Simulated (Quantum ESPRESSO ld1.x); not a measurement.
The numbers below are computed, except where a source is named.
The aim is neutral krypton in [Kr]. This ld1.x (Quantum ESPRESSO 7.5) run was made with `OMP_NUM_THREADS=1 ld1.x < ld1.in > ld1.out`. Can the result be used? Name any fault.

```
 &input
    zed=36.0,
    iswitch=1,
    rel=2,
    lsd=1,
    dft='PBESOL',
    config='[Kr]',
    lsmall=.true.,
    prefix='ld1',
    max_out_wfc=37,
    file_charge='ld1.rho',
 /
```

Output (excerpt):

```
     Program LD1 v.7.5 starts

 %%%%%%%%%%%%%%%%%%%%%%%%%%%%%%%%%%%%%%%%%%%%%%%%%%%%%%%%%%%%%%%%%%%%%%%%%%%%%%
     Error in routine ld1_readin (1):
     local spin density and spin-orbit not allowed
 %%%%%%%%%%%%%%%%%%%%%%%%%%%%%%%%%%%%%%%%%%%%%%%%%%%%%%%%%%%%%%%%%%%%%%%%%%%%%%

     stopping ...
```

Answer. No (refused). The line at issue: lsd=1. The program stops in ld1_readin with "local spin density and spin-orbit not allowed": spin polarisation goes with rel = 0 or 1 alone. The sound input gives -2788.693 hartree.
